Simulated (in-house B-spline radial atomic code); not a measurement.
Settings and results of a run for Ca III (Ca2+). Level of theory: scalar-relativistic (X2C) Hartree-Fock, spin-polarised, averaged over the determinants with the given up and down occupations, Fermi nucleus of rms radius 3.4776 fm, inside a hard spherical wall at 2.8 bohr; calculated with a radial B-spline atomic code at the basis-set limit.

Command:
```bash
python run_scf.py task.json out
```
Settings (nuclear radius in fm, mass in u):
```
Z                20
configuration    [He] 2s2 2p5 3s2 3p6 3d1
hamiltonian      x2c
method           hf
spin_polarised   True
nucleus          fermi
rms_radius       3.4776
atomic_mass      39.96259
speed_of_light   137.035999084
wall_radius      2.8
```

Output (hartree, bohr):
```
 radial grid: 61 intervals, B-splines of order 8, outer radius 2.8 bohr

 iter        energy (Eh)    residual
    1       -661.7874652    3.65e-01
    2       -665.5726798    1.31e-01
    3       -665.8177358    4.72e-02
    4       -665.8505786    1.77e-02
    5       -665.8557499    4.57e-03
    6       -665.8560680    2.89e-04
    7       -665.8560692    2.76e-05
    8       -665.8560692    5.32e-06
    9       -665.8560692    4.48e-07
   10       -665.8560692    4.05e-08

 total energy                     -665.856069
 kinetic                            674.03550
 electron-nucleus                 -1570.03245
 electron-electron                  230.14088

 orbital      occ     eigenvalue          <r>       <r^2>       <1/r>     <1/r^3>       r_max
 1s up      1.000     -152.47175    0.0765119   0.0078861     19.9137           -     0.05004
 1s down    1.000     -152.25887    0.0763884  0.00785534      19.935           -     0.05002
 2s up      1.000      -18.54799      0.35478    0.148704     4.18379           -      0.2952
 2s down    1.000      -17.99891      0.35665    0.150291     4.15003           -      0.2962
 2p up      3.000      -15.37507     0.317723    0.124126     4.04573     197.262      0.2425
 2p down    2.000      -15.06512     0.323608    0.130424     4.00219     193.406      0.2435
 3s up      1.000       -2.93873      1.09183     1.35592     1.26678           -      0.9568
 3s down    1.000       -2.82835      1.10076     1.37811     1.25545           -       0.964
 3p up      3.000       -2.00038      1.14646     1.50482      1.1638     22.1957      0.9937
 3p down    3.000       -1.87280      1.15772     1.53948     1.17673     24.1166       1.011
 3d up      1.000       -0.79561      1.20782     1.68345    0.998265     2.20358       1.016
```

Time taken, with all properties: 0.2 s on 1 thread of Arm Neoverse V1, with other jobs on the host.
